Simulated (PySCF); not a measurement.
# Low-lying terms of Pr⁵⁺ (praseodymium, charge +5)

Ground state [Xe], ¹S. All numbers are calculated (PySCF 2.14, scalar relativity by spin-free X2C-1e, in x2c-SVPall with two added diffuse shells each of s, p, d, f type (9s8p8d5f1g, 117 functions)). Vertical excitation energies in eV without spin-orbit coupling; excited terms of each kind are numbered among those the solver found. Frozen: [Kr].

| term | leading excitation | EOM-EE-CCSD |
| --- | --- | --- |
| 1 3D | 5p → f | 9.689 |
| 1 3G | 5p → f | 10.346 |
| 1 1G | 5p → f | 11.021 |
| 1 1F | 5p → f | 11.723 |
| 1 1D | 5p → f | 11.945 |
| 1 3P° | 5p → d | 26.909 |
| 1 3F° | 5p → d | 27.663 |
| 1 1D° | 5p → d | 29.008 |
| 1 3D° | 5p → d | 29.240 |
| 1 1F° | 5p → d | 29.532 |
| 1 1P° | 5p → d | 35.422 |

The spin-orbit splitting of the hole, absent here, rivals or exceeds the spacing of these terms, so the LS terms are model states.

The solver can miss terms.
